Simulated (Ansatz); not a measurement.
Reaction (hydrogenolysis of a B–O bond): `[SiH3]OB1N[SiH2]1` + H₂ → `B1N[SiH2]1` + `O[SiH3]`

Program: Ansatz. Geometries: PBE0-D4/def2-TZVP. ΔE: electronic, gas phase. CCSD(T)/CBS is the MP2 limit (def2-TZVPP, def2-QZVPP) plus CCSD(T) − MP2 in def2-TZVPP, frozen cores. This one scheme is used for every species. DFT in def2-TZVPP. B3LYP here is the variant with VWN-RPA as its local correlation; programs differ in this. One conformer a species, not always the lowest.

`[SiH3]OB1N[SiH2]1`:

Z-matrix (Å, degrees):
```
Si
O 1 1.651
H 1 1.483 2 108.4
H 1 1.483 2 108.1 3 118.7
H 1 1.484 2 110.4 3 -120.7
B 2 1.346 1 131.9 3 117.4
Si 6 1.933 2 161.9 1 0.6
N 6 1.387 2 136.7 1 -179.5
H 7 1.488 6 125.8 2 -88.9
H 7 1.488 6 125.8 2 88.8
H 8 1.009 6 139.1 2 0.0
```

H₂:

Cartesian coordinates in Å:
```
H 0.188 0.148 0.287
H -0.188 -0.148 -0.287
```

`B1N[SiH2]1`:

Cartesian coordinates in Å:
```
B -0.289 -1.105 -0.098
N 0.104 -0.189 0.853
Si 0.059 0.709 -0.655
H -0.575 -2.257 -0.117
H 0.282 -0.178 1.846
H 1.372 1.225 -1.120
H -0.952 1.796 -0.710
```

`O[SiH3]`:

```xyz
6

O     1.112   -0.610   -0.185
Si   -0.228    0.318    0.055
H     0.993   -1.558   -0.254
H    -1.205    0.172   -1.059
H     0.253    1.717    0.122
H    -0.924   -0.039    1.322
```

```json
{"level": "PBE-D4", "ΔE (kJ/mol)": "92.7", "difference from CCSD(T)/CBS": "2.6"}
{"level": "B3LYP-D4", "ΔE (kJ/mol)": "96.7", "difference from CCSD(T)/CBS": "6.6"}
{"level": "B2PLYP", "ΔE (kJ/mol)": "90.2", "difference from CCSD(T)/CBS": "0.1"}
{"level": "PBE", "ΔE (kJ/mol)": "86.4", "difference from CCSD(T)/CBS": "-3.7"}
{"level": "r2SCAN", "ΔE (kJ/mol)": "94.5", "difference from CCSD(T)/CBS": "4.4"}
{"level": "CCSD/def2-TZVPP", "ΔE (kJ/mol)": "87.7", "difference from CCSD(T)/CBS": "-2.4"}
{"level": "MP2/def2-QZVPP", "ΔE (kJ/mol)": "95.3", "difference from CCSD(T)/CBS": "5.2"}
{"level": "SCS-MP2/def2-QZVPP", "ΔE (kJ/mol)": "91.7", "difference from CCSD(T)/CBS": "1.6"}
{"level": "HF/CBS(def2)", "ΔE (kJ/mol)": "84.3", "difference from CCSD(T)/CBS": "-5.8"}
{"level": "CCSD/CBS(def2)", "ΔE (kJ/mol)": "86.9", "difference from CCSD(T)/CBS": "-3.2"}
{"level": "CCSD(T)/CBS", "ΔE (kJ/mol)": "90.1", "difference from CCSD(T)/CBS": "0"}
```

Largest T1 diagnostic among the species: 0.014.

The D4 term adds +10.0 kJ/mol with B3LYP and +5.8 kJ/mol with PBE0; it sums over pairs of atoms, weighted by their polarisabilities, and B3LYP, whose exchange is more repulsive, gets the larger term. In def2-TZVPP, CCSD(T) changes the Hartree–Fock value by +7.4 kJ/mol (the triples alone add +3.1 kJ/mol) and MP2 by +12.1 kJ/mol.
